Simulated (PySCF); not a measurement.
## Excitation energy of As⁺ by level of theory

As⁺ [Ar] 3d10 4s2 4p2 (3P) → As⁺ [Ar] 3d10 4s1 4p3 (5S), as a difference of total energies. All numbers are calculated (PySCF 2.14, scalar relativity by spin-free X2C-1e, in x2c-QZVPPall (11s8p5d4f1g, 97 functions)). Correlated levels: valence: [Ar] 3d10 frozen; valence and next inner shell: [Ne] frozen. The calculations carry no spin-orbit coupling.

```csv
method,excitation energy (eV),error (eV)
UHF,4.863,-1.714
LDA,7.530,+0.953
PBE,7.300,+0.723
PBE0,6.856,+0.279
r2SCAN,6.483,-0.094
wB97M-V,7.068,+0.491
wB97X,7.710,+1.133
M06,7.983,+1.406
M06-L,7.447,+0.870
ROHF,4.813,-1.764
MP2 (valence),5.891,-0.686
SCS-MP2 (valence),6.347,-0.230
MP2 (valence and next inner shell),6.415,-0.162
SCS-MP2 (valence and next inner shell),6.774,+0.197
```

Reference: 6.577 eV (measured; NIST levels, between the centres of gravity of the two terms).

Errors of the correlated levels include the incompleteness of this basis and the frozen core.
